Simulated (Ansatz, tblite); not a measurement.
Removing and adding an electron: `C#Cc1ccc(C#Cc2ccc(C#Cc3ccc(C#Cc4ccc(C#Cc5ccc(C#Cc6ccc(C#Cc7ccc(C#Cc8ccc(C#Cc9ccccc9)cc8)cc7)cc6)cc5)cc4)cc3)cc2)cc1`. The state is a singlet with charge 0. Geometry: PBE-D4/def2-SVP. Ansatz, gas phase; energy differences of separate SCF runs; the oxidised species was run as a doublet alone; the reduced species was run as a doublet alone.

```xyz
110

C   -11.390   13.855  -25.194
C   -10.822   13.262  -24.283
C   -10.161   12.573  -23.222
C    -9.898   11.181  -23.315
C    -9.255   10.508  -22.278
C    -8.847   11.198  -21.105
C    -8.194   10.512  -20.047
C    -7.629    9.916  -19.126
C    -6.985    9.235  -18.061
C    -6.854    7.819  -18.073
C    -6.232    7.150  -17.022
C    -5.709    7.867  -15.911
C    -5.085    7.187  -14.833
C    -4.552    6.600  -13.887
C    -3.952    5.932  -12.788
C    -3.263    6.663  -11.781
C    -2.690    6.012  -10.692
C    -2.784    4.600  -10.556
C    -2.224    3.943   -9.429
C    -1.753    3.381   -8.437
C    -1.233    2.745   -7.280
C    -0.371    3.443   -6.391
C     0.119    2.829   -5.241
C    -0.236    1.489   -4.923
C     0.234    0.876   -3.733
C     0.622    0.353   -2.684
C     1.044   -0.238   -1.466
C     0.460   -1.451   -1.006
C     0.848   -2.015    0.206
C     1.843   -1.397    1.013
C     2.218   -1.959    2.261
C     2.525   -2.440    3.355
C     2.857   -2.988    4.621
C     2.072   -4.029    5.188
C     2.379   -4.553    6.441
C     3.489   -4.064    7.183
C     3.791   -4.591    8.466
C     4.039   -5.046    9.586
C     4.309   -5.569   10.878
C     3.367   -6.409   11.531
C     3.622   -6.914   12.803
C     4.835   -6.608   13.479
C     5.092   -7.123   14.776
C     5.308   -7.572   15.905
C     5.548   -8.089   17.205
C     6.823   -7.959   17.820
C     7.056   -8.469   19.094
C     6.024   -9.129   19.815
C     6.261   -9.648   21.116
C     6.464  -10.100   22.245
C     6.697  -10.622   23.548
C     5.630  -11.168   24.310
C     5.865  -11.680   25.590
C     7.159  -11.660   26.138
C     8.223  -11.121   25.394
C     8.000  -10.606   24.112
C     4.749   -9.258   19.201
C     4.516   -8.751   17.925
C     5.780   -5.772   12.823
C     5.521   -5.262   11.553
C     4.281   -3.032    6.611
C     3.971   -2.504    5.360
C     2.439   -0.194    0.545
C     2.046    0.374   -0.665
C    -1.088    0.787   -5.819
C    -1.572    1.399   -6.972
C    -3.467    3.869  -11.565
C    -4.034    4.519  -12.658
C    -5.834    9.283  -15.901
C    -6.460    9.951  -16.950
C    -9.111   12.591  -21.014
C    -9.756   13.264  -22.051
H   -11.890   14.378  -25.996
H   -10.208   10.638  -24.219
H    -9.055    9.429  -22.360
H    -7.254    7.254  -18.927
H    -6.139    6.055  -17.042
H    -3.190    7.757  -11.872
H    -2.163    6.589   -9.919
H    -0.097    4.483   -6.621
H     0.781    3.381   -4.559
H    -0.313   -1.936   -1.618
H     0.383   -2.947    0.556
H     1.210   -4.414    4.625
H     1.761   -5.353    6.872
H     2.425   -6.654   11.019
H     2.884   -7.561   13.300
H     7.629   -7.449   17.272
H     8.047   -8.364   19.559
H     4.619  -11.182   23.877
H     5.029  -12.101   26.170
H     7.339  -12.064   27.145
H     9.239  -11.104   25.818
H     8.830  -10.183   23.526
H     3.942   -9.766   19.750
H     3.525   -8.858   17.461
H     6.722   -5.528   13.335
H     6.258   -4.613   11.058
H     5.144   -2.647    7.173
H     4.587   -1.701    4.931
H     3.212    0.292    1.158
H     2.508    1.309   -1.012
H    -1.366   -0.252   -5.586
H    -2.234    0.846   -7.654
H    -3.544    2.776  -11.472
H    -4.561    3.943  -13.431
H    -5.433    9.848  -15.048
H    -6.555   11.046  -16.930
H    -8.801   13.136  -20.111
H    -9.957   14.342  -21.970
```

The xTB rows come from tblite. Single mean-field runs in def2-SVP are fitted with def2-universal-jkfit.

```json
{"level": "GFN1-xTB", "−HOMO (eV)": "10.73", "vertical IE (eV)": "11.52", "−LUMO (eV)": "8.87", "vertical EA (eV)": "8.06", "HOMO–LUMO gap (eV)": "1.85", "IE − EA (eV)": "3.46"}
{"level": "GFN2-xTB", "−HOMO (eV)": "9.73", "vertical IE (eV)": "10.55", "−LUMO (eV)": "7.86", "vertical EA (eV)": "7.03", "HOMO–LUMO gap (eV)": "1.88", "IE − EA (eV)": "3.51"}
{"level": "PBE-D4/def2-SVP", "−HOMO (eV)": "4.92", "vertical IE (eV)": "5.77", "−LUMO (eV)": "3.20", "vertical EA (eV)": "2.45", "HOMO–LUMO gap (eV)": "1.72", "IE − EA (eV)": "3.32"}
{"level": "PBE0-D4/def2-SVP", "−HOMO (eV)": "5.69", "vertical IE (eV)": "6.30", "−LUMO (eV)": "2.66", "vertical EA (eV)": "2.12", "HOMO–LUMO gap (eV)": "3.03", "IE − EA (eV)": "4.18"}
```

 Raw xTB energy differences between charge states are shifted by several eV; the methods need an empirical correction for them. Sets without diffuse functions give affinities that are too small.
